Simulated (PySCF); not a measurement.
Al(Cl)(OH)(SeH) (AlClH2OSe), SMILES [OH][Al]([SeH])[Cl]. Coordinates come from a PBE-D3(BJ)/def2-SVP optimisation. The structure was generated by enumeration; whether it is a known compound was not checked. Other conformers were not sampled.

Computed equilibrium geometry at PBE-D3(BJ)/def2-SVP (PySCF confirms it by a frequency run) as a Z-matrix, and its point group (one conformer of several):
point group Cs.
```
Al
O 1 1.7112
H 2 0.9705 1 122.87
Cl 1 2.1127 2 122.04 3 0.00
Se 1 2.3083 2 118.00 3 180.00
H 5 1.4872 1 89.19 2 0.00
```
